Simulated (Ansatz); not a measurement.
The same molecule with X = B, Al, Ga, In. Ansatz, PBE0-D4/def2-TZVP geometries, multiplicity 1.

Elements past krypton have def2 core potentials. Scalar relativity is left out up to krypton.

```
 X         molecule  mean X–H bond length / Å  mean X–N bond length / Å  size of the dipole moment (B3LYP/def2-TZVPP) / D  LUMO energy (PBE/def2-TZVPP) / eV  HOMO energy (PBE0/def2-TZVPP) / eV
 B   `[BH3-][NH3+]`                     1.212                     1.639                                              5.39                              -0.87                               -7.79
Al  `[NH3+][AlH3-]`                     1.603                     2.061                                              5.45                              -1.17                               -7.42
Ga  `[NH3+][GaH3-]`                     1.582                     2.151                                              5.05                              -1.07                               -7.48
```

Give the row for X = In, `[NH3+][InH3-]`. (Estimate.)

The calculation gave: 
| X | molecule | mean X–H bond length / Å | mean X–N bond length / Å | size of the dipole moment (B3LYP/def2-TZVPP) / D | LUMO energy (PBE/def2-TZVPP) / eV | HOMO energy (PBE0/def2-TZVPP) / eV |
| --- | --- | --- | --- | --- | --- | --- |
| In | `[NH3+][InH3-]` | 1.736 | 2.394 | 4.74 | -1.29 | -7.29 |

From B to In the mean X–H bond length isn't monotonic: highest at In, lowest at B; the mean X–N bond length rises at each step, by 0.755 Å in all; the LUMO energy (PBE/def2-TZVPP) isn't monotonic: highest at B, lowest at In; the HOMO energy (PBE0/def2-TZVPP) isn't monotonic: highest at In, lowest at B. Bonds lengthen as the atom grows down the group. Dipoles are sizes alone, and their direction can turn along the series.

B3LYP here is the variant with VWN-RPA as its local correlation; programs differ in this.
